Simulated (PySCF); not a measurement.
Levels of Hg⁷⁷⁺ from EOM-EA-GCCSD

Reference: closed-shell Hg⁷⁸⁺, 1s2; one electron is added. Calculated with PySCF 2.14, two-component X2C-1e with screened spin-orbit coupling, an uncontracted even-tempered set (16 s from 31 bohr⁻², ratio 2.6; 13 p from 40 bohr⁻², ratio 2.6; 6 d from 41 bohr⁻², ratio 2.8; 3 f from 1700 bohr⁻², ratio 2.8); frozen nothing; the 30 highest virtual spinors dropped; of the others 56 kept and the rest restored at second order. No Breit or QED terms. Binding energies in eV.

```tsv
level	Koopmans
2s1/2	23578.2
2p1/2	23370.6
2p3/2	21181.9
```

(1) How does correlation move these levels?

For comparison, the ionisation energy of Hg⁷⁷⁺ is 23544.1 ± 0.3 eV (theoretical estimate listed by NIST; NIST Atomic Spectra Database, ionization energies).

Only part of the computed levels is shown.

Answers

(1) 2s1/2: second order 23578.5, EOM-CCSD 23578.5; 2p1/2: second order 23371.1, EOM-CCSD 23371.1; 2p3/2: second order 21182.2, EOM-CCSD 21182.2.
